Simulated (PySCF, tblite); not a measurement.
Isomers of C5H11OSi (doublet state), one GFN2-xTB conformer each. Single-point energies are computed at B3LYP/pcH-1 (PySCF, gas phase, no added dispersion term), electronic only. GFN2-xTB treats the open shell by occupation alone, and not every SCF solution was tested for stability.

**Question.** Rank them by B3LYP/pcH-1 energy, lowest first (kcal/mol).
A. `[CH3:1][Si@H:2]1[CH:3][CH2:4][O:5][CH2:6][CH2:7]1` (doublet state) with C1–Si2–C3–C4 127°, Si2–C3–C4–O5 -18°, C3–C4–O5–C6 53°, C4–O5–C6–C7 -79°
B. `[OH:1][CH2:2][C@@H:3]1[CH2:4][CH:5][CH2:6][SiH2:7]1` (doublet state) with H–O1–C2–C3 -54°, O1–C2–C3–C4 -58°, C2–C3–C4–C5 -156°, C3–C4–C5–C6 48°, C4–C5–C6–Si7 -40°, C5–C6–Si7–C3 16°

**Answer.** A (0.0), B (11.1).

As drawn, the higher has an O–H bond, which the lower lacks. GFN2-xTB itself gives, in the same order: 0.0, 0.7. Both levels put the same isomer lowest.

**Question.** What happens when harmonic zero-point energies from GFN2-xTB frequencies are added?

**Answer.** 
```tsv
SMILES	ZPE (kcal/mol)	electronic (kcal/mol)	with ZPE (kcal/mol)
C[Si@H]1[CH]COCC1	91.2	0.0	0.0
OC[C@@H]1C[CH]C[SiH2]1	90.2	11.1	10.1
```

The zero-point energies span 1.0 kcal/mol. The order is unchanged.
